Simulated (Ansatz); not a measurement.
```xyz
9

N     0.9648   -1.1706   -0.3936
C    -0.0650   -0.3001   -0.2872
C    -0.4250    0.8654    0.3391
O     0.0364    1.7515    1.2297
B    -1.3787    0.3034   -0.5981
F    -2.5257    0.2821   -1.2590
H     0.7912   -2.0465   -0.8527
H     1.6739   -1.1978    0.3185
H     0.9281    1.5127    1.5033
```

The species carries charge 0 and has multiplicity 1.

(1) List the r2SCAN/def2-TZVPP orbital energies in eV (the Gaussian-basis code of Ansatz). (Best estimate.)

Results:

(1) The calculation gave: Occupied: -666.01, -516.95, -386.12, -274.32, -273.93, -180.93, -31.36, -28.21, -24.35, -20.79, -15.68, -14.55, -13.91, -13.08, -11.36, -11.05, -10.88, -10.19, -8.71, -7.71, -6.99, -5.66. Lowest empty: -0.19, 0.81, 1.26, 1.62, 1.79, 2.71, 3.63, 3.69.
